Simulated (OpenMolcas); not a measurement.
# B+: effect of the level shift or regulariser

```json
{"Program": "OpenMolcas", "Basis": "ANO-R2 [4s4p2d1f]", "Scalar Hamiltonian": "X2C, finite nucleus", "Active space": "2 electrons in 9 orbitals (RAS2 2s 2p; RAS3 3d, at most 2 electrons)", "State averaging": "2S+1 = 3 even, 3 roots; 2S+1 = 1 even, 7 roots; 2S+1 = 3 odd, 3 roots; 2S+1 = 1 odd, 3 roots", "Spin-orbit coupling": "state interaction with AMFI integrals over the reference wave functions, term energies averaged over their components"}
```

Methods on the same reference wave functions:
A. RASSCF
B. MS-RASPT2, IPEA 0.25 Eh, imaginary shift 0.1 Eh (closed shells correlated: 1s)
C. MS-RASPT2, IPEA 0.25 Eh, real shift 0.2 Eh (closed shells correlated: 1s)

Energies in cm-1 above 2s2 1S0, the measured ground level; measured values from NIST Handbook of Basic Atomic Spectroscopic Data.

```
      Level       A       B       C  Measured
    2s2 1S0     0.0     0.0     0.0       0.0
2s 2p 3P* 0   36741   37392   37378     37336
2s 2p 3P* 1   36748   37399   37385     37342
2s 2p 3P* 2   36762   37413   37400     37358
2s 2p 1P* 1   75427   74103   74103     73397
    2p2 3P0   99395   99303   99293     98911
    2p2 3P1   99402   99310   99300     98920
    2p2 3P2   99416   99324   99314     98933
    2p2 1D2  103589  102955  102958    102363
    2p2 1S0  136828  130505  130880    127661
```

Deviations, from unrounded energies. A percentage is the sum of absolute deviations over the sum of measured energies, with the sign that they share, or ± where signs differ.

```json
{"Against measurement": "mean absolute deviation (cm-1)", "Levels": "9", "A": "1700", "B": "610", "C": "640"}
{"Against measurement": "other configurations (%)", "Levels": "9", "A": "±2.2", "B": "+0.8", "C": "+0.8"}
```

B, C lie about equally close to measurement and A furthest from it. The largest miss of B in the table is 2p2 1S0, by +2800 cm-1. The ranking rests on the paired levels alone, and a cruder setting can come out closer through cancelling errors.

Between B and C the level of the table that moves most is 2p2 1S0, by 370 cm-1 (lowest in B, highest in C).

The lowest spin-free term lies below A's lowest term by 0.013 hartree in B, 0.013 hartree in C.

Active for correlation alone: 3d; no level in the range computed is led by a configuration that fills it, so any true level of that kind is missing. Without dynamic correlation excited terms often stand tens of per cent too high (terms of higher spin than the ground term too low), and those without a measured partner can miss by more than the paired ones (holds for A). Measured partners are found by configuration, term and J. A level has none where our copy of the source lacks it or the pairing is in doubt (some pairs that miss far off the trend of their configuration count as doubtful), and it then counts in no deviation. Levels of configurations outside the active space are missing.

* marks odd parity.
